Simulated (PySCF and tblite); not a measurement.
The numbers below are computed, except where a source is named.
C₆H₇NO, numbered as in [CH3:1][O:2][c:3]1[cH:4][cH:5][cH:6][n:7][cH:8]1.

Search: ETKDG and KDG, MMFF94s, GFN2-xTB, 60 starts; geometries at GFN2-xTB. Weights use PBE0-D3(BJ)/pcSseg-1 (IEF-PCM, chloroform) energies plus GFN2-xTB zero-point and thermal terms (modes under about 100 cm⁻¹ blended into free rotors). Symmetry numbers and mirror images are counted. Conformers within 3 kcal/mol (GFN2-xTB free energy) were kept, 4 at most. Programs: PySCF with density fitting and tblite.

An NOE distance is ⟨r⁻⁶⟩^(−1/6) over all pairs of like atoms and, for the average, over conformers.

Torsions listed: C1–O2–C3–C4.

```
conformer  shape  weight %
        1     0°      58.5
        2   180°      41.5
```

(1) Which H–H contacts under 3.5 Å would NOEs report (pairs on one atom left out) at 298.15 K?

(2) In a model where alignment follows shape alone (order matrix 0.002 × (3G/tr G − 1)/2, G the second moments of the atom positions; splitting J + 2D), what are the one-bond C–H dipolar couplings D?

Answers

(1) 
```json
{"pair": "H4 ··· H5", "in 1 (Å)": "2.47", "in 2 (Å)": "2.50", "average (Å)": "2.48"}
{"pair": "H5 ··· H6", "in 1 (Å)": "2.50", "in 2 (Å)": "2.51", "average (Å)": "2.50"}
{"pair": "H1 ··· H4", "in 1 (Å)": "2.53", "in 2 (Å)": "4.44", "average (Å)": "2.76"}
{"pair": "H1 ··· H8", "in 1 (Å)": "4.45", "in 2 (Å)": "2.54", "average (Å)": "2.92"}
```

Longer pairs under the limit may be missing.

(2) H1 5.2 Hz (4.4 in conformer 1), H4 -1.7 Hz (-8.2 in conformer 1), H5 -6.2 Hz (1.8 in conformer 1), H6 -25.9 Hz (-28.0 in conformer 1), H8 -3.7 Hz (3.2 in conformer 1).
